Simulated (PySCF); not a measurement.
## NMR problem set

Equivalent nuclei averaged, no solvent model, single conformer, non-relativistic Hamiltonian. GFN2-xTB structure; PBE0/pcSseg-1 with gauge-including orbitals; PySCF 2.14.0 with density-fitted response routines.

Chemical shifts δ = σref − σ; 1H (σ = 31.72 ppm) and 13C (σ = 186.93 ppm) vs TMS, all at this level. Where no couplings were computed, multiplicities follow the n + 1 count of equivalent neighbours, and m marks all less simple cases (inequivalent or close neighbours, rings, F or P nearby). Shifts are as computed. Against solution values, carbons near 30 ppm lie about +3 ppm off and those near 130 ppm about +5 ppm. Of 1211 compounds with measured shifts, 218 miss one by over three times the rms of a fit or turn the order of signals round; such compounds aren't used in these exercises.

Task: C8H11NSi. 1H NMR (500 MHz, computed): δ 8.82 (d, 2H), 7.20 (d, 2H), 5.17 (m, 1H), 4.53 (m, 1H), 3.07 (m, 1H), 2.98 (m, 1H), 2.47 (m, 1H), 1.82 (m, 1H), 1.67 (m, 1H). 13C{1H} NMR (computed): δ 163.2, 156.0, 125.0, 36.2, 30.9, 7.4. What is it?

Result: `c1cc([C@H]2CC[SiH2]2)ccn1`. Rings plus π bonds: 5 (2 rings in the answer). 6 carbon signals for 8 carbons: some carbons are equivalent by symmetry or fast rotation. Carbon types of the structure: 1 × C, 5 × CH, 2 × CH2, leaving 2 H on heteroatoms. δC 163.2: substituted aromatic carbon. δC 156.0: aromatic CH next to a ring nitrogen; the adjacent pyridine-type nitrogen withdraws density from it. δC 125.0: aromatic CH. δH 8.82: hydrogen on an aromatic CH next to a ring nitrogen; ring current plus the neighbouring ring nitrogen.

The shifts were computed for this structure.

Task: C8H11NSi. 1H NMR (600 MHz, computed): δ 8.93 (d, 2H), 7.39 (d, 2H), 5.09 (m, 1H), 4.93 (m, 1H), 3.49 (m, 1H), 2.22 (m, 2H), 1.48 (m, 2H). 13C{1H} NMR (computed): δ 168.1 (C), 156.1 (CH), 126.0 (CH), 42.1 (CH), 20.6 (CH2). Give a structure.

Result: SMILES c1cc(C2C[SiH2]C2)ccn1. The formula gives 5 degrees of unsaturation (2 rings in the answer). 5 carbon signals for 8 carbons: some carbons are equivalent by symmetry or fast rotation. Carbon types of the structure: 1 × C, 5 × CH, 2 × CH2, leaving 2 H on heteroatoms. δC 168.1: substituted aromatic carbon. δC 156.1: aromatic CH next to a ring nitrogen; the adjacent pyridine-type nitrogen withdraws density from it. δC 126.0: aromatic CH; the aromatic region. δH 8.93: hydrogen on an aromatic CH next to a ring nitrogen; ring current plus the neighbouring ring nitrogen.

The shifts were computed for this structure.
